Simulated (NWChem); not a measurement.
System: BeHOF; SMILES [OH][Be][F]

```xyz
4

Be    -0.0004     0.0004     0.0107
F      0.0156    -0.0153     1.4091
O     -0.0657     0.0642    -1.3964
H      0.3112    -0.3038    -2.2007
```
Atoms are numbered in this order, from 1.

Computed with NWChem. Geometry: optimised at PBE-D3(BJ)/def2-SVP. Core excitations by TDA in a window of 1s orbitals, non-relativistic and unshifted: absolute energies depend strongly on the exact-exchange share.

```
level                        first 1s excitation (eV)  dipole oscillator strength of the first  first state with f > 0.002 (eV)  dipole oscillator strength of that state
---------------------------  ------------------------  ---------------------------------------  -------------------------------  ----------------------------------------
F K edge, BHandHLYP/cc-pVTZ                     684.0                                   0.0042                            684.0                                    0.0042
F K edge, PBE0/cc-pVTZ                          671.0                                   0.0027                            671.0                                    0.0027
O K edge, BHandHLYP/cc-pVTZ                     531.5                                   0.0071                            531.5                                    0.0071
O K edge, PBE/cc-pVTZ                           509.3                                   0.0011                            510.8                                    0.0061
```
